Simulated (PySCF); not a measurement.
# The third ionisation energy along group 14

All values are computed (PySCF 2.14, energy differences of UHF-based or UKS calculations, no spin-orbit coupling). Values in eV. The last column holds reference values (NIST; (s) semi-empirical, (t) theoretical, else measured). Unmarked ones compare directly (S terms, centres of terms, or small fine structure); those marked * lie between the lowest fine-structure levels and include a spin-orbit shift.

```
                                                          element                           configurations  SCS-MP2 (valence)  CCSD (valence)  MP2 (valence and next inner shell)  CCSD(T) (valence and next inner shell)     LDA  r2SCAN  reference
                                C (def2-QZVPPD, non-relativistic)                      [He] 2s2 → [He] 2s1             47.248          47.796                              47.032                                  47.799  46.948  46.621     47.888
                               Si (def2-QZVPPD, non-relativistic)                      [Ne] 3s2 → [Ne] 3s1             33.048          33.198                              33.123                                  33.375  33.525  32.870     33.493
                               Ge (def2-QZVPPD, non-relativistic)            [Ar] 3d10 4s2 → [Ar] 3d10 4s1             32.707          32.834                              33.388                                  33.460  34.263  33.497     34.058
Pb (def2-QZVPPD with the def2 core potential (60 electrons), ECP)  [Xe] 4f14 5d10 6s2 → [Xe] 4f14 5d10 6s1             30.479          30.534                              32.036                                  31.719  32.606  31.843     31.937
```

Fill in the row of Sn (def2-QZVPPD with the def2 core potential (28 electrons), ECP) ([Kr] 4d10 5s2 → [Kr] 4d10 5s1).

SCS-MP2 (valence) 29.387; CCSD (valence) 29.485; MP2 (valence and next inner shell) 30.551; CCSD(T) (valence and next inner shell) 30.372; LDA 31.279; r2SCAN 30.459; reference 30.506 (eV).

"Valence" correlates the outer s and p shells and, in groups 3 to 12 and the f block, the outer d or f shell, open or full, or the next shell where the ion has no valence electron left; the wider scheme adds the next inner shell.
